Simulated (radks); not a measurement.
Q: Radial electron density D(r) = 4 pi r^2 rho(r) of an atom or ion with 27 electrons. Calculated with a radial shooting solver on a logarithmic mesh with Libxc functionals: scalar-relativistic Kohn-Sham, r2SCAN, spin-polarised, spherical densities, finite nucleus; meta-GGA in the generalised Kohn-Sham scheme; Fermi nuclear charge, rms radius of each element as measured or else 0.836 A^(1/3) + 0.57 fm.

```
   r/bohr * D(r) (the largest magnitude, 36.5, reaches the edge; | marks zero)
 0.004192 |   *
 0.004841 |    *
 0.005546 |     *
 0.006354 |       *
  0.00728 |         *
  0.00834 |           *
 0.009555 |              *
  0.01095 |                 *
  0.01254 |                    *
  0.01437 |                        *
  0.01646 |                            *
  0.01886 |                                 *
  0.02161 |                                     *
  0.02496 |                                         *
  0.02859 |                                             *
  0.03276 |                                               *
  0.03753 |                                                *
  0.04299 |                                                *
  0.04926 |                                              *
  0.05643 |                                            *
  0.06466 |                                         *
  0.07408 |                                      *
  0.08487 |                                     *
  0.09723 |                                      *
   0.1114 |                                          *
   0.1276 |                                              *
   0.1474 |                                                   *
   0.1689 |                                                      *
   0.1935 |                                                      *
   0.2216 |                                                 *
   0.2539 |                                          *
   0.2909 |                                 *
   0.3333 |                          *
   0.3819 |                     *
   0.4375 |                     *
   0.5012 |                       *
   0.5743 |                          *
   0.6579 |                           *
   0.7538 |                          *
   0.8705 |                      *
   0.9973 |                 *
    1.143 |            *
    1.309 |       *
      1.5 |     *
    1.718 |   *
    1.969 |  *
    2.255 | *
    2.584 | *
     2.96 |*
    3.392 |*
    3.886 |*
    4.488 *
    5.141 *
     5.89 *
    6.749 *
    7.732 *
    8.858 *
    10.15 *
```

What is the nuclear charge?

A: Z = 27. The innermost maximum, from 1s, lies near gamma/Z bohr with gamma = sqrt(1 - (Z/c)^2) = 0.980, here 0.0363 bohr (found: 0.0391), and its height grows with Z. The density is that of neutral cobalt in [Ar] 3d7 4s2; the configuration itself is not fixed sharply by these data, and Z only to about a unit. D(r) has 3 maxima, at r = 0.0391, 0.179, 0.658 bohr, and minima at 0.0849, 0.417 bohr, inside which lie 2.10, 10.70 electrons.
